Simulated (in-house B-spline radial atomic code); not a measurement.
Configurations of the vanadium ion V³⁺, with energies counted from [Ar] 3d2. All numbers are computed (Dirac-Hartree-Fock, average of configuration; Fermi nucleus of rms radius 3.6002 fm) with an all-electron radial atomic-structure program (B-spline basis), not measured. Energies include first-order Breit, QED and recoil terms.

Occupations are held fixed; configurations that lie above the ionisation limit could autoionise.

```json
{"configuration": "[Ar] 3d1 5s1", "E - E(ref) (eV)": "27.4", "highest orbital": "5s1/2", "its <r> (bohr)": "4.823"}
{"configuration": "[Ar] 3d1 5p1", "E - E(ref) (eV)": "29.763", "highest orbital": "5p3/2", "its <r> (bohr)": "5.367"}
{"configuration": "[Ar] 3d1 5f1", "E - E(ref) (eV)": "35.718", "highest orbital": "5f5/2", "its <r> (bohr)": "7.719"}
{"configuration": "[Ar] 3d1 5g1", "E - E(ref) (eV)": "35.821", "highest orbital": "5g9/2", "its <r> (bohr)": "6.871"}
{"configuration": "[Ar] 3d1 7s1", "E - E(ref) (eV)": "37.537", "highest orbital": "7s1/2", "its <r> (bohr)": "11.71"}
{"configuration": "[Ne] 3s2 3p5 3d2 4s1", "E - E(ref) (eV)": "52.683", "highest orbital": "4s1/2", "its <r> (bohr)": "2.48"}
{"configuration": "[Ne] 3s2 3p5 3d2 4f1", "E - E(ref) (eV)": "72.861", "highest orbital": "4f5/2", "its <r> (bohr)": "4.384"}
{"configuration": "[Ne] 3s2 3p5 3d2 5f1", "E - E(ref) (eV)": "77.8", "highest orbital": "5f5/2", "its <r> (bohr)": "7.699"}
{"configuration": "[Ne] 3s2 3p5 3d2 5g1", "E - E(ref) (eV)": "77.918", "highest orbital": "5g9/2", "its <r> (bohr)": "6.87"}
{"configuration": "[Ne] 3s2 3p5 3d2 7s1", "E - E(ref) (eV)": "79.629", "highest orbital": "7s1/2", "its <r> (bohr)": "11.7"}
{"configuration": "[Ne] 3s2 3p5 3d2 6f1", "E - E(ref) (eV)": "80.5", "highest orbital": "6f5/2", "its <r> (bohr)": "11.78"}
```

Order these further configurations by energy, lowest first.
A. [Ar] 3d1 6f1
B. [Ne] 3s2 3p5 3d3
C. [Ar] 3d1 4s1
D. [Ne] 3s2 3p5 3d2 5s1
E. [Ar] 3d1 6g1

C (10.689 eV), A (38.412 eV), E (38.481 eV), B (41.98 eV), D (69.469 eV).

How far above the reference does [Ar] 3d1 6p1 lie?

35.284 eV; its least bound orbital is 6p3/2 with <r> = 8.651 bohr.

How far above the reference does [Ne] 3s2 3p5 3d2 6g1 lie?

80.579 eV; its least bound orbital is 6g9/2 with <r> = 10.99 bohr.

How far above the reference does [Ar] 3d1 4f1 lie?

30.786 eV; its least bound orbital is 4f5/2 with <r> = 4.399 bohr.

One of these lies 82.13 eV from the reference. Which?
A. [Ar] 3d1 7f1
B. [Ar] 3d1 7p1
C. [Ne] 3s2 3p5 3d2 7f1

C.
